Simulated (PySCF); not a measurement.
## Bond length, frequency and bond energy of ZrO by level of theory

State: ³Δ (triplet), unpaired electrons σ ↑, δ ↑. Set-up: PySCF, scalar-relativistic core potentials, basis sets Zr def2-TZVPPD with ECP28, O def2-TZVPPD. De refers to Zr (4d2 5s2) + O in their high-spin ground configurations, without counterpoise correction. The functionals are run spin-unrestricted. A positive dipole means Zr(−)O(+). Levels whose curve was spin-contaminated or gave no clean fit are not listed.

| Level | Re (Å) | ωe (cm⁻¹) | De (eV) | μ (D) | CPU s a point (SCF and correlation, without the integrals) |
| --- | --- | --- | --- | --- | --- |
| UHF | 1.713 | 1005 | n/a | -4.42 | 2 |
| UHF-MP2 | 1.737 | 964 | n/a | n/a | 3.4 |
| UHF-CCSD | 1.727 | 975 | 7.14 | n/a | n/a |
| UHF-CCSD(T) | 1.741 | 936 | 7.57 | n/a | 180 |
| PBE | 1.738 | 937 | n/a | -3.86 | 1.8 |
| PBEsol | 1.729 | 955 | n/a | -3.79 | 1.2 |
| TPSS | 1.743 | 934 | n/a | -3.99 | 4.1 |
| r²SCAN | 1.731 | 959 | n/a | -3.99 | 2.9 |
| M06-L | 1.727 | 943 | n/a | -3.92 | 15 |
| PBE0 | 1.719 | 980 | n/a | -4.03 | 3.8 |
| r²SCAN0 | 1.716 | 990 | n/a | -4.14 | 4.2 |
| B97-3 | 1.721 | 978 | n/a | -4.05 | 4.3 |
| ωB97X-V | 1.718 | 990 | n/a | -4.09 | 9.2 |

The bond length runs from 1.713 Å (UHF) to 1.743 Å (TPSS).

Correlated steps freeze 1 core orbital. The measured ground state is X ¹Σ+ (Huber and Herzberg, Constants of Diatomic Molecules (1979)), not the state shown. De is left out where the level can put another filling of the metal’s s and d shells below the measured ground configuration, by anything from nothing to about 1 eV. Spin–orbit coupling is left out, which matters for elements this heavy, above all for dissociation energies. With d or f electrons several states lie close, and the lowest PBE0 determinant need not be the measured ground state.

The whole job (state search and all levels along the bond) took about 20 min on 2 threads of Arm Neoverse V1 (shared host), peak memory 4.9 GiB.
